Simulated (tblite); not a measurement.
Compound: C6H15O2P.
Atom-mapped SMILES: `[CH3:1][O:2][CH2:3][CH2:4][P@@H:5](=[O:6])[CH:7]([CH3:8])[CH3:9]` (hydrogens: H10, H11, H12 on C1; H13, H14 on C3; H15, H16 on C4; H17 on P5; H18 on C7; H19, H20, H21 on C8; H22, H23, H24 on C9)

Structure used (GFN2-xTB), in Å, numbered top down from 1:
```
atom  x, y, z in Å
C1     3.267    0.606    1.390
O2     2.094   -0.135    1.161
C3     2.137   -0.936    0.003
C4     0.681   -1.256   -0.277
P5    -0.113    0.394   -0.059
O6     0.570    1.469   -0.782
C7    -1.875    0.181   -0.570
C8    -2.551    1.528   -0.343
C9    -2.567   -0.939    0.191
H10    3.115    1.149    2.321
H11    3.444    1.317    0.577
H12    4.135   -0.056    1.489
H13    2.759   -1.829    0.164
H14    2.551   -0.360   -0.836
H15    0.292   -1.974    0.442
H16    0.526   -1.621   -1.294
H17   -0.234    0.573    1.312
H18   -1.867   -0.039   -1.645
H19   -2.566    1.765    0.721
H20   -3.575    1.522   -0.712
H21   -1.996    2.310   -0.859
H22   -2.440   -0.799    1.263
H23   -2.163   -1.911   -0.083
H24   -3.634   -0.939   -0.029
```

Level: GFN2-xTB in tblite, geometry and Hessian alike; calculated harmonic values, unscaled, isolated species. Against measured fundamentals such values can be off by several per cent, at times by over 20. Modes of hydrogen on phosphorus can be 10 to 20 % off. One conformer, not necessarily the lowest.

Harmonic wavenumbers (cm⁻¹): 51.0, 59.6, 82.7, 126.5, 131.2, 184.7, 191.1, 200.5, 225.5, 257.8, 276.3, 314.2, 330.9, 388.6, 426.8, 505.7, 664.6, 721.5, 771.8, 867.6, 925.1, 931.8, 940.5, 961.8, 970.5, 985.4, 1038.8, 1048.0, 1114.2, 1120.3, 1137.4, 1142.3, 1172.1, 1183.9, 1199.4, 1233.7, 1248.4, 1280.2, 1288.0, 1333.8, 1402.5, 1403.8, 1411.7, 1416.0, 1465.8, 1477.7, 1482.9, 1487.9, 1489.2, 1497.7, 1501.8, 2328.4, 2861.2, 2901.2, 2902.2, 2916.7, 2938.9, 2968.2, 3005.3, 3006.8, 3013.6, 3016.5, 3022.8, 3028.8, 3030.2, 3034.0.

A = 2682, B = 784.2, C = 693.4 MHz; mass 150.081 u (most abundant isotopes); point group C1, symmetry number 1.

Q: Zero-point energy?

A: ½Σν̃ = 44523 cm⁻¹ = 127.30 kcal/mol.

Q: Entropy at 298.15 K, 1 bar (ideal gas, RRHO, classical rotation)?

A: Translation 40.95, rotation 29.78, vibration 38.41: S = 109.1 cal/(mol K).

Q: And Cp and H(298.15 K) − H(0)?

A: Cp = 45.57 cal/(mol K), of which vibrations give 37.62 (their classical limit is 66 R = 131.2); H(298.15 K) − H(0) = 8.35 kcal/mol without the zero-point energy, 5.98 from vibrations.

Q: Blend soft modes into free rotors: weight 1/[1 + (100 cm⁻¹/ν̃)⁴] for the oscillator and the rest for a rotor with moment μB/(μ + B), μ = h/(8π²ν), B = 10⁻⁴⁴ kg m². What vibrational entropy results?

A: 35.56 cal/(mol K) in place of 38.41, which changes −T·S at 298.15 K by +0.85 kcal/mol.

Q: Which modes carry the vibrational entropy at 298.15 K?

A: 51.0 cm⁻¹: 4.78; 59.6 cm⁻¹: 4.47; 82.7 cm⁻¹: 3.83; 126.5 cm⁻¹: 3.00; 131.2 cm⁻¹: 2.93; 184.7 cm⁻¹: 2.28 cal/(mol K); the other 60 give 17.13 together.

Hindered rotation and anharmonicity are outside this model. Other conformers, if any are populated, would add a mixing term that is left out. The structure is chiral; the term R ln 2 for an equal mix with its mirror image is left out.
